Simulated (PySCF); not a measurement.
Si(Cl)(Br)(NH2)2 (BrClH4N2Si), SMILES [Si](N)(Cl)(Br)N. The structure is a stationary point at PBE0-D3(BJ)/def2-SVP. This is a generated structure with no PubChem entry under its InChIKey; it may be hypothetical. Other conformers were not sampled.

Problem. Give the equilibrium geometry at PBE0-D3(BJ)/def2-SVP (PySCF confirms it by a frequency run) as Cartesian coordinates in Å. (The exact figures need the calculation; the answer reports its results.)

Solution. Several could match; the one computed here: 
```xyz
9

N     -1.6859    -1.3231     0.4171
Si    -0.1532    -0.5830     0.3986
N      1.0478    -1.7870     0.3616
Cl    -0.1570     0.6711     2.0488
Br     0.3050     0.7258    -1.3542
H     -1.9296    -1.9832    -0.3132
H     -2.4908    -0.8085     0.7548
H      1.0467    -2.5153     1.0675
H      1.9790    -1.5710     0.0267
```
Charge 0, spin multiplicity 1.
